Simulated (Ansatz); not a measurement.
Gas-phase electronic energies from Ansatz, PBE0-D4/def2-TZVP geometries. CBS: MP2 limit from def2 TZ/QZ plus the TZ coupled-cluster correction, frozen cores. DFT in def2-TZVPP. For Ga outer-core shells are correlated without core-valence functions, which leaves a few kJ/mol of doubt a bond. Scalar relativity is left out up to krypton. One conformer a species, not always the lowest.

`[SiH3][NH][GaH][SiH3]` + `O[SiH]([SiH3])S` → `[SiH3][GaH][SH]` + `O[SiH]([SiH3])N[SiH3]`  (redistribution)

```json
{"level": "r2SCAN-D4", "ΔE (kJ/mol)": "-48.4", "difference from CCSD(T)/CBS": "-3.5"}
{"level": "PBE0-D4", "ΔE (kJ/mol)": "-48.7", "difference from CCSD(T)/CBS": "-3.8"}
{"level": "ωB97X-V", "ΔE (kJ/mol)": "-47.2", "difference from CCSD(T)/CBS": "-2.3"}
{"level": "ωB97M-V", "ΔE (kJ/mol)": "-50.2", "difference from CCSD(T)/CBS": "-5.3"}
{"level": "PBE", "ΔE (kJ/mol)": "-43.0", "difference from CCSD(T)/CBS": "1.9"}
{"level": "HF/def2-TZVPP", "ΔE (kJ/mol)": "-52.5", "difference from CCSD(T)/CBS": "-7.6"}
{"level": "CCSD(T)/def2-TZVPP", "ΔE (kJ/mol)": "-45.8", "difference from CCSD(T)/CBS": "-0.9"}
{"level": "SCS-MP2/def2-QZVPP", "ΔE (kJ/mol)": "-43.6", "difference from CCSD(T)/CBS": "1.3"}
{"level": "HF/CBS(def2)", "ΔE (kJ/mol)": "-52.3", "difference from CCSD(T)/CBS": "-7.4"}
{"level": "CCSD/CBS(def2)", "ΔE (kJ/mol)": "-45.7", "difference from CCSD(T)/CBS": "-0.8"}
{"level": "CCSD(T)/CBS", "ΔE (kJ/mol)": "-44.9", "difference from CCSD(T)/CBS": "0"}
```

Largest T1 diagnostic among the species: 0.014.

In def2-TZVPP, CCSD(T) changes the Hartree–Fock value by +6.7 kJ/mol (the triples alone add +0.8 kJ/mol) and MP2 by +8.4 kJ/mol. The D4 term adds −3.4 kJ/mol with B3LYP and −2.1 kJ/mol with PBE0; it sums over pairs of atoms, weighted by their polarisabilities, and B3LYP, whose exchange is more repulsive, gets the larger term.

B3LYP here is the variant with VWN-RPA as its local correlation; programs differ in this.
